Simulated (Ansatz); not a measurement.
C2H7AlO, SMILES `CO[CH2][AlH2]`, charge 0, multiplicity 1.

Problem. Give a relaxed structure at PBE0-D4/def2-TZVP (the Gaussian-basis code of Ansatz). (Estimate.)

Solution. Computed: 
```xyz
11

C     1.8017    0.2031    0.4956
O     0.6227   -0.5191    0.2707
C    -0.4387    0.2946   -0.1795
Al   -2.0732   -0.7649   -0.4800
H     1.6567    0.9775    1.2624
H     2.5634   -0.4990    0.8384
H     2.1529    0.6926   -0.4241
H    -0.6462    1.1043    0.5454
H    -0.1594    0.8234   -1.1102
H    -2.1196   -2.3280   -0.2244
H    -3.3603    0.0154   -0.9943
```
Point group Cs.
This is one stationary point; other conformers may exist.
